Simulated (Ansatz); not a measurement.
MoO2FCl, SMILES [O]=[Mo]([F])([Cl])=[O], multiplicity 1.

Geometry: B3LYP-D3(BJ)/def2-SVP. The multiplicity is an assumed one; no other spin state was optimised. The structure was generated by enumeration; whether it is a known compound was not checked. The def2 effective core potentials stand for the cores of Mo; spin–orbit coupling is left out.

Two levels are set side by side: PBE/def2-SVPD (Ansatz, an electronic-structure program) and PBE0/def2-SVPD (Ansatz). Energy differences of separate SCF runs at the same geometry; the states with an electron removed or added have multiplicity 2 and 2. Differences are taken from unrounded values.

```tsv
quantity	PBE0	PBE	PBE minus PBE0
vertical ionisation energy (eV)	12.18	11.77	-0.40
vertical electron affinity (eV)	1.83	1.31	-0.52
vertical singlet–triplet gap (eV)	3.76	4.05	0.30
```
